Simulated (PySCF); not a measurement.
## Converging SnB in the basis (HF)

PySCF, UHF reference; quartet, unpaired electrons σ ↑, π ↑↑; De to Sn + B without counterpoise correction.

```
                     basis                           relativity  functions  Re (Å)  ωe (cm⁻¹)  De (eV)  μ (D)
        cc-pVDZ-PP/cc-pVDZ  scalar-relativistic core potentials         37   2.157        574     1.43  -0.78
                  def2-SVP  scalar-relativistic core potentials         40   2.144        611     1.54  -0.89
                x2c-SVPall                        spin-free X2C         50   2.140        620     1.58  -0.83
aug-cc-pVDZ-PP/aug-cc-pVDZ  scalar-relativistic core potentials         55   2.160        567     1.45  -0.82
              x2c-TZVPPall                        spin-free X2C         91   2.150        578     1.51  -0.84
```

How does each smaller set differ from the one with most functions, x2c-TZVPPall?

cc-pVDZ-PP/cc-pVDZ: +0.7 pm, -0.7 % in ωe, -0.08 eV in De; def2-SVP: -0.6 pm, +5.7 % in ωe, +0.03 eV in De; x2c-SVPall: -1.0 pm, +7.3 % in ωe, +0.07 eV in De; aug-cc-pVDZ-PP/aug-cc-pVDZ: +1.0 pm, -1.9 % in ωe, -0.06 eV in De. All at HF; the set with most functions is neither the basis-set limit nor always the best. The rows treat relativity differently, so the differences are not basis effects alone.

A positive dipole means Sn(−)B(+). Spin–orbit coupling is left out, which matters for elements this heavy, above all for dissociation energies. Hartree–Fock leaves out correlation, which carries a large part of most bond energies and some tenths to 1 eV of ionisation energies. The state is the lowest determinant that a PBE0 search found; another state may lie lower at other levels.
